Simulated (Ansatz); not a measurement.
The cluster Si₅Te₃. Total charge 0; singlet. Geometry PBE-D4/def2-SVP; atoms count from 1.

```csv
atom,x (Å),y (Å),z (Å)
Si1,0.588,-0.463,0.964
Si2,-1.271,-2.069,1.141
Si3,1.413,1.548,0.039
Si4,1.480,1.244,2.268
Si5,0.924,-0.803,-1.440
Te6,1.337,1.656,-2.407
Te7,-2.739,0.113,0.831
Te8,-1.732,-1.225,-1.396
```

In the def2 sets Te takes a core potential; there is no spin–orbit coupling. Another isomer (singlet) lies 1.34 eV lower at PBE0-D4/def2-TZVP; other spin states weren't run for this one.

**Question.** Estimate the Mulliken populations from the PBE0/def2-TZVP orbitals of Ansatz.

**Answer.** 
```json
{"atom": "Si1", "charge (e)": "0.04"}
{"atom": "Si2", "charge (e)": "0.01"}
{"atom": "Si3", "charge (e)": "0.09"}
{"atom": "Si4", "charge (e)": "-0.05"}
{"atom": "Si5", "charge (e)": "-0.01"}
{"atom": "Te6", "charge (e)": "-0.07"}
{"atom": "Te7", "charge (e)": "-0.08"}
{"atom": "Te8", "charge (e)": "0.07"}
```
Mulliken values depend strongly on the basis.

**Question.** And the Mayer bond orders between heavy atoms (over 0.3)?

**Answer.** Si1–Si2 0.79 (2.46 Å); Si1–Si3 0.86 (2.36 Å); Si1–Si4 1.15 (2.33 Å); Si1–Si5 0.74 (2.45 Å); Si2–Te7 0.95 (2.65 Å); Si2–Te8 0.81 (2.71 Å); Si3–Si4 1.34 (2.25 Å); Si3–Si5 0.35 (2.82 Å); Si3–Te6 1.22 (2.45 Å); Si5–Te6 0.86 (2.67 Å); Si5–Te8 0.83 (2.69 Å); Te7–Te8 1.02 (2.79 Å).
